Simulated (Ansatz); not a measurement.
A made-up structure of MgBH2OF, closed shell:

```json
{"atom": "O1", "x (Å)": "1.0621", "y (Å)": "1.1200", "z (Å)": "-0.1611"}
{"atom": "B2", "x (Å)": "-0.1387", "y (Å)": "0.5708", "z (Å)": "0.1536"}
{"atom": "Mg3", "x (Å)": "-0.4012", "y (Å)": "-1.6748", "z (Å)": "-0.1708"}
{"atom": "F4", "x (Å)": "-0.6430", "y (Å)": "-3.4055", "z (Å)": "-0.4069"}
{"atom": "H5", "x (Å)": "1.1082", "y (Å)": "2.0691", "z (Å)": "-0.0014"}
{"atom": "H6", "x (Å)": "-0.9988", "y (Å)": "-1.8474", "z (Å)": "1.4328"}
```

It is relaxed with PBE-D4/def2-SVP and then PBE0-D4/def2-TZVP (Ansatz 0.2.0). Atoms count as bonded within 1.22 times the sum of their covalent radii (H–H: 0.88 Å). The end point is not checked to be a true minimum.

(1) Does its bonding change? (A judgement: the text doesn't fix the answer.)

## Answers

(1) Computed: Yes. Formed: B2–F4; broken: Mg3–F4.

Where it ends: The first stage lowers the energy by 1.81 eV in 12 steps. It ends as MgBH₂OF ([OH][B]([F])[MgH]):
```xyz
6
angstrom
O 0.5970 0.9216 -0.0163
B 0.2265 -0.3442 -0.3393
Mg -0.7945 -1.6968 1.2021
F 0.4991 -0.7326 -1.6031
H 1.0169 1.3864 -0.7537
H -1.5565 -2.7023 2.3565
```

Labels in which every atom is bracketed show which atoms are joined, not bond orders.

For scale, one of the runs: PBE0-D4/def2-TZVP relaxation, 137 basis functions, launched by `ansatz run in.yaml --threads 2 --pin off --events-out ev --progress --plain --max-ram 4352MiB`. Hardware: 2 CPU threads of an Arm Neoverse V2, shared host. Wall time about 65 s.
